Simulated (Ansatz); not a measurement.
Reaction (silylene formation by 1,1-elimination): `F[SiH](F)O[SiH2]S` → `O[SiH](F)F` + `[SiH]S`

Computed with Ansatz on PBE0-D4/def2-TZVP structures; ΔE is electronic, products minus reactants. CCSD(T)/CBS adds triple-zeta CCSD(T) − MP2 to the extrapolated MP2 energy (def2 sets, frozen cores). This one scheme is used for every species. Functionals use def2-TZVPP. One conformer a species, not always the lowest.

| level | ΔE (eV) |
| --- | --- |
| r2SCAN | 2.90 |
| MP2/CBS(def2) | 3.03 |

Q: What does CCSD(T)/CBS give? (An estimate is asked.)

A: Ansatz gave: +2.85 eV. The listed levels differ from it by 0.05, 0.18 eV.

Largest T1 diagnostic among the species: 0.016.

From PBE to PBE0 (25 % exact exchange), in def2-TZVPP and without D4, ΔE moves by +0.21 eV. The D4 term adds +0.15 eV with B3LYP and +0.09 eV with PBE0; it sums over pairs of atoms, weighted by their polarisabilities, and B3LYP, whose exchange is more repulsive, gets the larger term.

B3LYP here is the variant with VWN-RPA as its local correlation; programs differ in this.
